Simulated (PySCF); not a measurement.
# Correlation energy of Lu (lutetium, neutral)

[Xe] 4f14 5d1 6s2, 2D determinant. Calculation: PySCF 2.14, in x2c-TZVPPall with one added diffuse shell each of s, p, d type (12s8p8d2f2g, 108 functions); scalar relativity by spin-free X2C-1e. Frozen: [Kr] 4d10; 25 electrons correlated.

MP2 pair energies summed by pair of shells (mhartree):

| pair | energy | share (%) |
| --- | --- | --- |
| 4f-4f | -308.24 | 38.7 |
| 4f-5p | -219.90 | 27.6 |
| 5p-5p | -104.37 | 13.1 |
| 4f-5s | -32.35 | 4.1 |
| 5p-6s | -30.20 | 3.8 |
| 5p-5d | -18.93 | 2.4 |
| 5s-5p | -18.46 | 2.3 |
| 6s-6s | -17.09 | 2.1 |
| 4f-6s | -16.92 | 2.1 |
| 4f-5d | -11.61 | 1.5 |
| 5d-6s | -9.80 | 1.2 |
| 5s-5s | -5.02 | 0.6 |
| 5s-5d | -2.25 | 0.3 |
| 5s-6s | -1.37 | 0.2 |

Total MP2 correlation energy: -796.51 mhartree.

Same-spin part -302.58 and opposite-spin part -493.93 mhartree; SCS-MP2 scales them by 1/3 and 6/5 to -693.58 mhartree.
